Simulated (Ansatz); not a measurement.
Consider the hydrogenolysis of a C–Al bond: `[AlH2][C@@H]1O[Si@H]1Cl` + H₂ → `Cl[SiH]1CO1` + `[AlH3]`.

Calculated with Ansatz (gas phase, PBE0-D4/def2-TZVP geometries, no zero-point term in ΔE). CCSD(T)/CBS adds triple-zeta CCSD(T) − MP2 to the extrapolated MP2 energy (def2 sets, frozen cores). This one scheme is used for every species. Functionals use def2-TZVPP.

`[AlH2][C@@H]1O[Si@H]1Cl`:

```xyz
9

Al    0.277   -0.368    1.797
C    -0.384    0.508    0.196
O    -1.372   -0.256   -0.682
Si    0.040   -0.043   -1.476
Cl    0.073    1.243   -3.045
H     1.036    0.518    2.873
H     0.138   -1.939    1.932
H    -0.645    1.569    0.220
H     0.837   -1.233   -1.815
```

H₂:

```xyz
2

H     0.302    0.160    0.148
H    -0.302   -0.160   -0.148
```

`Cl[SiH]1CO1`:

Z-matrix (Å, degrees):
```
Si
C 1 1.794
O 1 1.643 2 51.3
Cl 1 2.030 2 122.0 3 -102.0
H 1 1.471 2 125.9 3 99.6
H 2 1.088 1 123.1 3 -98.3
H 2 1.088 1 121.0 3 99.0
```

`[AlH3]`:

Cartesian coordinates in Å:
```
Al 0.000 0.000 0.000
H -0.512 1.500 -0.053
H 0.344 -0.671 1.395
H 0.168 -0.828 -1.342
```

| level | ΔE (kcal/mol) |
| --- | --- |
| r2SCAN0-D4 | -2.2 |
| BHLYP-D4 | -3.8 |
| r2SCANh | -1.7 |
| HF/CBS(def2) | -9.5 |

(1) What does CCSD(T)/CBS give? (Estimate.)

Largest T1 diagnostic among the species: 0.013.

Results:

(1) Ansatz gave: -1.6 kcal/mol. The listed levels differ from it by -0.6, -2.2, -0.1, -7.9 kcal/mol.

From PBE to PBE0 (25 % exact exchange), in def2-TZVPP and without D4, ΔE moves by −1.5 kcal/mol. At CCSD(T), def2-SVP lies −3.3 kcal/mol from the extrapolated value and def2-TZVPP −0.7 kcal/mol. The D4 term adds +2.1 kcal/mol with B3LYP and +1.2 kcal/mol with PBE0; it sums over pairs of atoms, weighted by their polarisabilities, and B3LYP, whose exchange is more repulsive, gets the larger term.

CCSD(T)/CBS has its own doubt, a few kJ/mol and more with outer-core shells, so smaller differences from it don't rank the levels.

B3LYP here is the variant with VWN-RPA as its local correlation; programs differ in this.
